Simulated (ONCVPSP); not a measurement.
## Potentials for S (Z = 16) compared

Generated with ld1.x 7.5 (TM, RRKJ, ultrasoft, PAW), atompaw 4.2 or ONCVPSP 4.0.1. The cutoff is in Ry: for ld1.x and atompaw files where the sum of valence levels is converged to 10 mRy in a Bessel basis, for ONCV files where the hardest occupied wave has 1 mHa per electron of residual kinetic energy. The error is the largest all-electron minus pseudo excitation energy over each file’s own four to seven test configurations (ionisations up to +4, promotions, holes and added fractions of an electron), all of which were solved. The labels leave out finer settings (local radius, basis sizes, second energies), which also bear on the numbers. Spin-polarised tests are not counted. The rows are a selection from randomly drawn settings: files with unsolved tests, undetermined cutoffs or missed reference levels are left out.

A true bound ghost makes a file unfit for plane-wave use even where its test errors are small: the radial tests pick states by their node count and pass the ghost by.

| potential | cutoff (Ry) | largest error (meV) | bound ghosts |
| --- | --- | --- | --- |
| ONCV, Wu-Cohen, non-relativistic, rc 0.70/0.75/0.65 (spd), local d, core correction yes, reference 2s2 2p6 3s2 3p2, qcut 20.2/21.5/13.6, projectors 2/2/0 | 327 | +1.8 | none |
| ONCV, PBE, fully relativistic, rc 1.20/1.10/1.10 (spd), local p, core correction no, reference 3s2 3p3.75, qcut 6.6/7/9.9, projectors 2/0/2 | 176 | +112 | s |
| ONCV, PBEsol, scalar-relativistic, rc 0.70/0.85/0.65 (spd), local d, core correction no, reference 2s2 2p6 3s2 3p1, qcut 13.1/13.5/14.2, projectors 2/2/0 | 187 | -561 | none |
| ONCV, revPBE, scalar-relativistic, rc 1.45/1.30 (sp), local smoothed, core correction no, reference 3s2 3p2, qcut 4.6/7.6, projectors 1/1 | 43 | +20 | none |
| ONCV, LDA (Perdew-Wang 92), scalar-relativistic, rc 1.50/1.55 (sp), local smoothed, core correction yes, reference 3s1.5 3p4.5, qcut 3.5/5.9, projectors 3/2 | 126 | -7.3 | none |

(1) Fill in the row for S: ONCV, LDA (Perdew-Wang 92), scalar-relativistic, rc 1.10/1.60 (sp), local smoothed, core correction yes, reference 3s1 3p5, qcut 6.4/6, projectors 2/2.

Answers

(1) cutoff 27 Ry, largest error +19 meV, bound ghosts: s.
